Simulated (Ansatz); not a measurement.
Input for Ansatz (a first-principles code): U-PBE0/def2-TZVPP on GaN, 2S+1 = 3, a spin state set in the input, which need not be the lowest.

Ansatz 0.2 input:
```yaml
crystal:
  periodic: [false, false, false]
  atoms:
    - {symbol: N, position_ang: [0.00000000, 0.00000000, 0.00000000]}
    - {symbol: Ga, position_ang: [0.00000000, 0.00000000, 1.83300000]}
basis:
  gaussian:
    orbitals: def2-TZVPP
hamiltonian:
  xc: {name: PBE0}
magnetization: {spin_polarized: true, initial_magnetization: 2}
relax: {f_tol: 0.002, max_steps: 120}
```

What total energy does the run end on?

-1979.1752 hartree.

How many basis functions does it have, and what does it roughly cost on one machine?

79 functions; about 25 core-seconds (a rough figure).
